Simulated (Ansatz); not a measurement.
C$_{4}$H$_{5}$N, triplet (typed; the unrestricted solution is spin-contaminated), geometry from GFN2-xTB (a higher spin typed on purpose: for a closed-shell molecule this is an excited state); HF/6-31G* in Ansatz (a quantum-chemistry and plane-wave program).

Input for Ansatz:
Ansatz 0.2 input:
```yaml
crystal:
  periodic: [false, false, false]
  atoms:
    - {symbol: C, position_ang: [-0.09069040, -1.14311339, 0.47325266]}
    - {symbol: C, position_ang: [-1.15216424, -0.34005161, 0.23457278]}
    - {symbol: C, position_ang: [-0.67499638, 0.88543262, -0.32672686]}
    - {symbol: N, position_ang: [0.71043910, 0.77413531, -0.61033352]}
    - {symbol: C, position_ang: [1.12254364, -0.38214900, 0.11911854]}
    - {symbol: H, position_ang: [-0.07267688, -2.13288630, 0.88218847]}
    - {symbol: H, position_ang: [-2.19048226, -0.55092279, 0.40676778]}
    - {symbol: H, position_ang: [-1.16843698, 1.83898066, -0.33881735]}
    - {symbol: H, position_ang: [1.26577454, 1.61382546, -0.47662462]}
    - {symbol: H, position_ang: [1.96459216, -0.30865605, 0.79751756]}
basis:
  gaussian:
    orbitals: 6-31G*
    point_charges:
      - {charge: -1.0, position_ang: [-1.5945, -3.2870, 3.9328]}
hamiltonian:
  xc: hf
magnetization: {spin_polarized: true, initial_magnetization: 2}
```

It wrote (shortened):

```
Functional definition: HF
882 factors; integrals over basis functions are off by at most 7.0e-4 eV
mean field evaluation 1: about -5676.2225 eV, gradient 2.1e1 eV
mean field evaluation 2: about -5676.2293 eV, gradient 2.1e1 eV
mean field evaluation 4: about -5679.2075 eV, gradient 3.5e0 eV
mean field evaluation 8: about -5679.4103 eV, gradient 5.8e-1 eV
mean field -5679.46225910 eV, -208.7163883441 hartree, gradient 5.6e-5 eV, S^2 2.174824; 0 other end points of the search recorded, 0 dependent functions left out
reference -5679.46225910 eV, -208.7163883441 hartree; 19, 17 occupied and 66, 68 virtual orbitals, 882 factors
Total energy: -5679.46225910 eV, -208.7163883441 hartree
```
